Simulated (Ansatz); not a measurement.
Relaxation of ClF4H4OSiTa (12 atoms, charge 0, multiplicity 1), to a largest force component of 0.03 eV/Å in at most 50 steps.

All numbers below come from RHF/def2-SVP in Ansatz 0.2.0.

```xyz
12
Properties=species:S:1:pos:R:3:forces:R:3
Ta -0.461 -0.110 0.190 0.41 -1.29 0.17
Cl 3.193 -0.386 0.410 -0.84 -1.17 0.20
F 0.204 0.567 1.778 0.03 0.01 0.05
F 0.385 -0.086 -1.459 -0.02 0.00 0.02
F -1.181 1.583 -0.197 0.04 -0.07 0.02
F -2.188 -0.780 0.236 0.04 0.00 0.01
O 0.243 -1.908 0.583 -0.68 1.31 -0.26
Si 0.176 -3.536 0.925 -0.02 -0.04 -0.02
H 1.415 -4.166 0.418 -0.01 0.02 0.02
H 0.079 -3.720 2.388 0.01 0.00 -0.02
H -1.001 -4.131 0.259 0.02 0.02 0.01
H 2.404 -1.436 0.576 1.02 1.21 -0.20
```

Q: Where does it end, and by what steps?

A: The run converged. After 24 steps the energy has fallen by 0.356 eV; H12 moved furthest, 1.68 Å. Joined: Ta1–Cl2 (3.67 → 3.07 Å).

| step | energy less start (eV) | largest force component (eV/Å) | accepted |
| --- | --- | --- | --- |
| 0 | 0.0000 | 1.310 | yes |
| 1 | -0.1124 | 0.554 | yes |
| 2 | -0.1301 | 0.802 | yes |
| 3 | -0.1593 | 0.561 | yes |
| 4 | -0.1768 | 0.343 | yes |
| 5 | -0.1866 | 0.278 | yes |
| 6 | -0.1972 | 0.568 | yes |
| 7 | -0.2189 | 0.446 | yes |
| 8 | -0.2347 | 0.273 | yes |
| 9 | -0.2099 | 1.188 | no |
| 10 | -0.2422 | 0.242 | yes |
| 11 | -0.2494 | 0.359 | yes |
| 12 | -0.2566 | 0.498 | yes |
| 13 | -0.2572 | 0.917 | yes |
| 14 | -0.2968 | 0.123 | yes |
| 15 | -0.3000 | 0.118 | yes |
| 16 | -0.3186 | 0.219 | yes |
| 17 | -0.3304 | 0.638 | yes |
| 18 | -0.3412 | 0.523 | yes |
| 19 | -0.3434 | 0.442 | yes |
| 20 | -0.3498 | 0.093 | yes |
| 21 | -0.3538 | 0.078 | yes |
| 22 | -0.3548 | 0.051 | yes |
| 23 | -0.3557 | 0.112 | yes |
| 24 | -0.3560 | 0.029 | yes |

```xyz
12
Properties=species:S:1:pos:R:3
Ta -0.390 -0.264 0.245
Cl 2.650 -0.238 0.680
F -0.192 0.179 2.056
F 0.441 -0.612 -1.413
F -0.038 1.556 -0.125
F -2.201 -0.202 -0.093
O -0.253 -2.095 0.677
Si 0.024 -3.688 1.077
H 1.398 -4.046 0.671
H -0.132 -3.850 2.535
H -0.954 -4.530 0.362
H 2.913 -0.320 -0.567
```

Whether the end is a true minimum wasn't checked by a vibrational analysis.

Run time: 95 s on 4 threads of Intel(R) Xeon(R) Platinum 8259CL CPU @ 2.50GHz (Skylake/Cascade Lake), with other jobs on the host, peak memory 0.52 GiB.
